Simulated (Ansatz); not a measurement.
CH3ClF2OSi (`OC(F)(F)[SiH2]Cl`). Charge 0, multiplicity 1. The geometry is a stationary point of PBE0-D4/def2-TZVP. It is one conformer, not always the lowest.

```xyz
9

O     0.736   -0.983    1.085
C     0.545    0.185    0.440
F     1.684    0.560   -0.214
F     0.319    1.197    1.341
Si   -0.959    0.101   -0.759
Cl   -0.592   -1.312   -2.182
H     1.512   -0.905    1.659
H    -1.089    1.428   -1.394
H    -2.156   -0.270    0.024
```

(1) What is the dipole moment at r2SCAN/def2-TZVPP? (Best estimate.)

(2) And with PBE, B3LYP, ωB97M-V? (Best estimate.)

(3) Give the Mulliken charges with r2SCAN, B3LYP, ωB97M-V in def2-TZVPP. (Estimate.)

## Answers

(1) Ansatz gave: 0.87 D, with components (-0.17, -0.09, 0.85) D in this frame, pointing from negative to positive charge.

(2) The calculation gave: PBE 0.86 D, B3LYP 0.84 D, ωB97M-V 0.83 D.

(3) Computed: 
```json
{"atom": "O1", "r2SCAN": "-0.30", "B3LYP": "-0.28", "ωB97M-V": "-0.27"}
{"atom": "C2", "r2SCAN": "0.36", "B3LYP": "0.39", "ωB97M-V": "0.33"}
{"atom": "F3", "r2SCAN": "-0.20", "B3LYP": "-0.21", "ωB97M-V": "-0.19"}
{"atom": "F4", "r2SCAN": "-0.20", "B3LYP": "-0.21", "ωB97M-V": "-0.20"}
{"atom": "Si5", "r2SCAN": "0.46", "B3LYP": "0.42", "ωB97M-V": "0.33"}
{"atom": "Cl6", "r2SCAN": "-0.23", "B3LYP": "-0.22", "ωB97M-V": "-0.19"}
{"atom": "H7", "r2SCAN": "0.21", "B3LYP": "0.20", "ωB97M-V": "0.19"}
{"atom": "H8", "r2SCAN": "-0.05", "B3LYP": "-0.04", "ωB97M-V": "0.00"}
{"atom": "H9", "r2SCAN": "-0.05", "B3LYP": "-0.04", "ωB97M-V": "-0.01"}
```

B3LYP here is the variant with VWN-RPA as its local correlation; programs differ in this.
